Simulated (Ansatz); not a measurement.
Gas-phase electronic energies from Ansatz, PBE0-D4/def2-TZVP geometries. CCSD(T)/CBS is the MP2 limit (def2-TZVPP, def2-QZVPP) plus CCSD(T) − MP2 in def2-TZVPP, frozen cores. DFT in def2-TZVPP. For Se outer-core shells are correlated without core-valence functions, which leaves a few kJ/mol of doubt a bond. Scalar relativity is left out up to krypton. Each species was taken in one conformer, which may not be the lowest.

Reaction (redistribution): `C[SiH]1[AlH][Se]1` + `C[O][Al]([NH2])[Cl]` → `C[Si]1(N)[AlH][Se]1` + `C[O][AlH][Cl]`

```csv
level,ΔE (kJ/mol)
revPBE,32.0
MP2/def2-SVP,38.3
```

(1) What does CCSD(T)/CBS give? (Best estimate.)

Largest T1 diagnostic among the species: 0.012.

## Answers

(1) Computed: +32.4 kJ/mol. The listed levels differ from it by -0.4, 5.9 kJ/mol.

At CCSD(T), def2-SVP lies +6.5 kJ/mol from the extrapolated value and def2-TZVPP +1.3 kJ/mol. Leaving LDA and LC-ωPBE aside and taking each functional with its dispersion term where it has one, the values, not all of them listed here, spread over 8.9 kJ/mol, from B97M-V to r2SCAN0-D4. LDA lies −4.7 kJ/mol from PBE without D4. In def2-TZVPP, CCSD(T) changes the Hartree–Fock value by −3.6 kJ/mol (the triples alone add −1.9 kJ/mol) and MP2 by −4.7 kJ/mol.
